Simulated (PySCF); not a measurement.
# Worked example: oscillator strength and radiative lifetime

W(NH)(NMe)(OH)2 (CH6N2O2W), SMILES [NH]=[W]([OH])(=[N]C)[OH], multiplicity 1.

Geometry: PBE0-D3(BJ)/def2-SVP. The spin state was assumed, not searched. The def2 effective core potentials stand for the cores of W; spin–orbit coupling is left out. One conformer was computed; it need not be the lowest.

TDDFT-CAM-B3LYP/def2-SVPD (PySCF 2.14.0) puts the first singlet state with f over 0.02 at 6.16 eV (vertical), with the transition dipole (-0.062, 0.557, -0.500) in atomic units.

Q: Find the oscillator strength, the wavelength and the radiative lifetime that this transition would have in vacuum if emission retraced absorption.

A: 
|μ|² = 0.5641 au, so |μ| = 1.91 D. ΔE = 6.16/27.211 = 0.2264 hartree. f = (2/3) ΔE |μ|² = 0.085 (the program prints 0.085).
λ = 1239.84/6.16 = 201 nm; ν = 49684 cm⁻¹.
Einstein's coefficient A = 0.6670 ν² f s⁻¹ (ν in cm⁻¹) = 1.4e8 s⁻¹, so τ = 1/A = 7.1 ns. This state is S7; the lower singlets have f = 0.002, 0.005, 0.008, 0.001, 0.006, 0.001. The figure is the radiative limit of this one transition; relaxation, internal conversion, crossing to triplets and a medium change what is measured.
